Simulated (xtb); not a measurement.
benzoquinone (C$_{6}$H$_{4}$O$_{2}$), singlet, from a rough starting geometry; GFN2-xTB (xtb).

Here is a job for xtb.
```
$ xtb mol.xyz --gfn 2 --opt vtight --json

# file mol.xyz
12

O      2.60906428     0.47008339    -0.01787839
C      1.39322070     0.30183251    -0.04837007
C      0.40996681     1.38854192     0.09813163
C     -0.86863743     1.07247219     0.08975167
C     -1.42455632    -0.24905255     0.03769861
O     -2.59206539    -0.52289514    -0.02252163
C     -0.40981134    -1.34357383    -0.03022931
C      0.91048116    -1.11754549    -0.03352017
H      0.80774159     2.39142726     0.07037084
H     -1.65342034     1.87460153     0.07354914
H     -0.75404020    -2.38681490    -0.06381425
H      1.64947867    -1.91770616    -0.06022386
```

Problem. Predict the main parts of the log of this xtb run.

Solution. 
```
   ID    Z sym.   atoms
    1    8 O      1, 6
    2    6 C      2-5, 7, 8
    3    1 H      9-12

           -------------------------------------------------
          |                Calculation Setup                |
           -------------------------------------------------

           -------------------------------------------------
          |                 G F N 2 - x T B                 |
           -------------------------------------------------

          ...................................................
          :                      SETUP                      :
          :.................................................:
          :  # basis functions                  36          :
          :  # atomic orbitals                  36          :
          :  # shells                           20          :
          :  # electrons                        40          :
          :  max. iterations                   250          :
          :  Hamiltonian                  GFN2-xTB          :
          :  restarted?                      false          :
          :  GBSA solvation                  false          :
          :  PC potential                    false          :
          :  electronic temp.          300.0000000     K    :
          :  accuracy                    1.0000000          :
          :  -> integral cutoff          0.2500000E+02      :
          :  -> integral neglect         0.1000000E-07      :
          :  -> SCF convergence          0.1000000E-05 Eh   :
          :  -> wf. convergence          0.1000000E-03 e    :
          :  Broyden damping             0.4000000          :
          :  net charge                          0          :
          :  unpaired electrons                  0          :
          ...................................................

 iter      E             dE          RMSdq      gap      omega  full diag
   1    -23.2028023 -0.232028E+02  0.636E+00    1.67       0.0  T
   2    -23.2353046 -0.325023E-01  0.338E+00    1.34       1.0  T
   3    -23.2313390  0.396564E-02  0.204E+00    1.51       1.0  T
   4    -23.2444579 -0.131189E-01  0.195E-01    1.39       1.0  T
   5    -23.2446327 -0.174826E-03  0.120E-01    1.40       1.0  T
   6    -23.2447145 -0.818290E-04  0.539E-02    1.41       1.0  T
   7    -23.2447289 -0.143442E-04  0.204E-02    1.41       1.4  T
   8    -23.2447295 -0.640657E-06  0.925E-03    1.41       3.1  T
[...]
         :: total energy             -22.931974497650 Eh    ::
 * total energy  :   -22.9319745 Eh     change       -0.1236344E-10 Eh
 * total energy  :   -22.9389199 Eh     change       -0.6945404E-02 Eh
 * total energy  :   -22.9407983 Eh     change       -0.1878432E-02 Eh
 * total energy  :   -22.9410567 Eh     change       -0.2583425E-03 Eh
 * total energy  :   -22.9410837 Eh     change       -0.2702091E-04 Eh
 * total energy  :   -22.9410864 Eh     change       -0.2745068E-05 Eh
 * total energy  :   -22.9410888 Eh     change       -0.2310011E-05 Eh
 * total energy  :   -22.9410895 Eh     change       -0.7795508E-06 Eh
 * total energy  :   -22.9410901 Eh     change       -0.5478522E-06 Eh
 * total energy  :   -22.9410905 Eh     change       -0.3747350E-06 Eh
 * total energy  :   -22.9410905 Eh     change       -0.5655821E-07 Eh
   *** GEOMETRY OPTIMIZATION CONVERGED AFTER 11 ITERATIONS ***
         :: total energy             -22.941090511097 Eh    ::
[...]
     8   6 C        2.896    -0.038    28.948     8.822
     9   1 H        0.925     0.080     1.976     2.198
    10   1 H        0.925     0.080     1.976     2.198
    11   1 H        0.925     0.080     1.976     2.198
    12   1 H        0.925     0.080     1.976     2.198

 Mol. C6AA /au·bohr⁶  :       2080.239228
 Mol. C8AA /au·bohr⁸  :      51408.646027
 Mol. α(0) /au        :         71.853250

Wiberg/Mayer (AO) data.
largest (>0.10) Wiberg bond orders for each atom

 ---------------------------------------------------------------------------
     #   Z sym  total        # sym  WBO       # sym  WBO       # sym  WBO
 ---------------------------------------------------------------------------
     1   8 O    2.038 --     2 C    1.795
     2   6 C    3.937 --     1 O    1.795     8 C    1.035     3 C    1.035
     3   6 C    3.983 --     4 C    1.828     2 C    1.035     9 H    0.961
     4   6 C    3.983 --     3 C    1.828     5 C    1.035    10 H    0.961
     5   6 C    3.937 --     6 O    1.795     7 C    1.035     4 C    1.035
     6   8 O    2.038 --     5 C    1.795
     7   6 C    3.983 --     8 C    1.828     5 C    1.035    11 H    0.961
     8   6 C    3.983 --     7 C    1.828     2 C    1.035    12 H    0.961
     9   1 H    0.994 --     3 C    0.961
    10   1 H    0.994 --     4 C    0.961
    11   1 H    0.994 --     7 C    0.961
    12   1 H    0.994 --     8 C    0.961
 ---------------------------------------------------------------------------

Topologies differ in total number of bonds
Writing topology from bond orders to xtbtopo.mol

molecular dipole:
                 x           y           z       tot (Debye)
 q only:        0.000      -0.000       0.002
   full:        0.000      -0.000       0.002       0.005
molecular quadrupole (traceless):
                xx          xy          yy          xz          yz          zz
 q only:      -12.680      -4.533       9.280       0.028       0.251       3.400
  q+dip:      -14.721      -5.595      12.382       0.006       0.405       2.339
   full:      -16.791      -5.675      10.696       0.066       0.220       6.096

optimized geometry written to: xtbopt.xyz

           -------------------------------------------------
          | TOTAL ENERGY              -22.941090511097 Eh   |
          | GRADIENT NORM               0.000082801907 Eh/α |
          | HOMO-LUMO GAP               1.402064043703 eV   |
           -------------------------------------------------
```
